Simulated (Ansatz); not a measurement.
Molecule: C3H9BN (charge 0, doublet). It need not be the lowest isomer of its formula. 
Structure (B3LYP-D3(BJ)/def2-TZVP (Ansatz, a program for electronic structure) minimum search):
```xyz
14

C      2.1765    -0.3520     0.1066
N      0.7848    -0.4099    -0.0011
B     -0.4968     0.0175    -0.0331
C     -1.7116    -0.9846    -0.2601
C     -0.7916     1.5809     0.1643
H      2.5563    -0.9297     0.9563
H      2.6825    -0.6833    -0.8067
H      2.4751     0.6959     0.2744
H     -2.2803    -0.6881    -1.1465
H     -1.4035    -2.0229    -0.3832
H     -2.4043    -0.9301     0.5850
H     -1.3259     1.9643    -0.7098
H     -1.4502     1.7217     1.0262
H      0.1013     2.1887     0.3131
```
Charge 0, spin multiplicity 2.

Basis-set convergence of Hartree-Fock and CCSD correlation energies (hartree) with Ansatz. Valence correlation only, unless marked. Open shells are spin-unrestricted. Spin-orbit coupling is left out. No relativistic terms.

```csv
basis,functions,E(HF),"E(corr, CCSD)"
cc-pVDZ,115,-197.98886,-0.72312
cc-pVTZ,276,-198.04552,-0.86404
cc-pVQZ,545,-198.05856,-0.90623
```

Extrapolating the two largest sets (X = 3 and 4) as X^-3: E(corr) = (64·(-0.90623) - 27·(-0.86404))/37 = -0.9370 Eh, an estimate of the basis-set limit. The largest set recovers 96.7 % of it, the smallest 77.2 %.
